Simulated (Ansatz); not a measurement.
Geometry optimisation, RKS PBE0/def2-SVP in Ansatz.

Input file:

```yaml
crystal:
  periodic: [false, false, false]
  atoms:
    - { symbol: C, position_ang: [-0.6978, 0.6443, 1.844] }
    - { symbol: O, position_ang: [0.3445, 0.2498, 1.0688] }
    - { symbol: Ge, position_ang: [-0.308, -0.2476, -0.5573] }
    - { symbol: F, position_ang: [-1.1657, -1.697, -0.382] }
    - { symbol: Al, position_ang: [1.6122, -0.7028, -2.0435] }
    - { symbol: H, position_ang: [-1.2328, 1.591, 1.3654] }
    - { symbol: H, position_ang: [-0.3518, 1.0002, 2.8361] }
    - { symbol: H, position_ang: [-1.4445, -0.1135, 1.9787] }
    - { symbol: H, position_ang: [-1.1369, 0.8991, -1.1142] }
    - { symbol: H, position_ang: [3.06635, -0.54454, -1.4816] }
    - { symbol: H, position_ang: [1.33496, -1.18614, -3.5362] }
basis:
  gaussian: { orbitals: def2-SVP }
hamiltonian:
  xc: pbe0
relax:
  f_tol: 0.015
  max_steps: 40
```

Run as:

```bash
$ ansatz run input.yaml --threads 2 --pin off --max-ram 3072MiB --backend cpu --events-out ev --progress --plain --runs-dir out
```

Problem. Where does it end, and by what steps?

Solution. It converged. The force dipped under the threshold on the way, but the program's further checks kept it going. After 35 steps the energy has fallen by 0.513 eV; H11 moved furthest, 1.52 Å.

```
step  energy less start (eV)  largest force component (eV/Å)  accepted
   0                  0.0000                           3.434       yes
   2                 -0.4543                           0.688       yes
   4                 -0.4922                           0.113       yes
   6                 -0.4958                           0.029       yes
   8                 -0.4964                           0.025       yes
  10                 -0.4968                           0.022       yes
  12                 -0.4972                           0.039       yes
  14                 -0.4979                           0.087       yes
  16                 -0.4991                           0.104       yes
  18                 -0.5005                           0.131       yes
  20                 -0.5035                           0.086       yes
  22                 -0.5052                           0.134       yes
  24                 -0.5087                           0.058       yes
  26                 -0.5097                           0.072       yes
  28                 -0.5112                           0.053       yes
  30                 -0.5117                           0.036       yes
  32                 -0.5122                           0.033       yes
  34                 -0.5125                           0.015       yes
  35                 -0.5126                           0.012       yes
```

```xyz
11
Properties=species:S:1:pos:R:3
C -0.660 0.836 1.803
O 0.198 0.428 0.771
Ge -0.416 -0.361 -0.702
F -1.087 -1.907 -0.201
Al 1.669 -0.728 -2.012
H -1.522 1.422 1.429
H -0.096 1.476 2.500
H -1.057 -0.023 2.372
H -1.663 0.428 -1.173
H 2.680 -1.846 -1.518
H 1.973 0.169 -3.289
```

Whether the end is a true minimum wasn't checked by a vibrational analysis.

Run time: 2.1 min on 2 threads of AMD EPYC 7B13 (Zen 3), with other jobs on the host, peak memory 0.33 GiB.
